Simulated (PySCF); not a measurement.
Species: C6H14BP.
SMILES with atom numbers: `[CH3:1][C@@H:2]1[CH2:3][CH2:4][CH2:5][C@@H:6]1[BH:7][PH2:8]` (hydrogens: H9, H10, H11 on C1; H12 on C2; H13, H14 on C3; H15, H16 on C4; H17, H18 on C5; H19 on C6; H20 on B7; H21, H22 on P8)

The calculation used PBE0-D3(BJ)/def2-SVP geometry optimisation, gas phase in PySCF 2.14.0.

Question: Give the optimised bond lengths and angles.

Answer: 
| bond | length (pm) | order |
| --- | --- | --- |
| C1–C2 | 152.5 | single |
| C2–C3 | 153.3 | single |
| C3–C4 | 153.9 | single |
| C4–C5 | 154.6 | single |
| C5–C6 | 154.3 | single |
| C6–B7 | 155.9 | single |
| B7–P8 | 188.7 | single |
| C2–C6 | 153.9 | single |
| C1–H9, C1–H10, C1–H11 | 110.1 | single |
| C2–H12 | 110.3 | single |
| C3–H13 | 110.2 | single |
| C3–H14 | 110.1 | single |
| C4–H15 | 110.1 | single |
| C4–H16 | 110.0 | single |
| C5–H17 | 110.0 | single |
| C5–H18 | 110.1 | single |
| C6–H19 | 111.8 | single |
| B7–H20 | 121.3 | single |
| P8–H21, P8–H22 | 142.1 | single |

Bonds in one row agree within 1 pm and their mean is given. Orders are formal, as drawn. A selection of angles:
| angle | degrees |
| --- | --- |
| C1–C2–C3 | 112.0 |
| C1–C2–C6 | 112.9 |
| C3–C2–C6 | 101.6 |
| C2–C3–C4 | 105.1 |
| C3–C4–C5 | 105.9 |
| C4–C5–C6 | 105.6 |
| C5–C6–B7 | 118.0 |
| C2–C6–C5 | 104.3 |
| C2–C6–B7 | 122.4 |
| C6–B7–P8 | 125.1 |

Torsions: C1–C2–C3–C4 -81° (synclinal); C2–C3–C4–C5 -23° (synperiplanar); C3–C4–C5–C6 -2° (synperiplanar); C4–C5–C6–B7 166° (antiperiplanar); C5–C6–B7–P8 -145° (anticlinal); C1–C2–C6–C5 79° (synclinal).

B7 (three-coordinate boron) is planar (angles 125.1°, 119.3° and 115.5°, sum 360.0°, 0.02 Å off the plane of its three neighbours). P8 (three-coordinate phosphorus) is pyramidal (angles 103.1°, 101.7° and 98.9°, sum 303.7°, 0.70 Å off the plane of its three neighbours). The C–C distances run from 1.525 Å (C1–C2, drawn single) to 1.546 Å (C4–C5, drawn single), a spread of 0.021 Å. The 5-membered ring C2–C3–C4–C5–C6 has internal angles of 101.6° to 105.9°; it is puckered, 0.18 Å rms from its mean plane, widest ring torsion 41°. Of the pairs four or more bonds apart, P8···H11 is among the closest relative to their van der Waals radii: 2.82 Å, 94 % of the sum of Bondi's values.

Point group: C1 (no symmetry element, even within 0.4 Å). Whether it is a minimum is left open (no frequencies). The numbers are those of one conformer (C5–C6–B7–P8 -145°, C6–B7–P8–H -138° and -35°, C1–C2–C3–C4 -81°, C2–C3–C4–C5 -23°, C3–C4–C5–C6 -2°, C4–C5–C6–B7 166°).

On one thread, Intel Xeon Platinum 8488C (x86_64), shared host, this took 2.6 min wall and 0.82 GiB of memory at its peak. That covers the optimisation of the geometry.
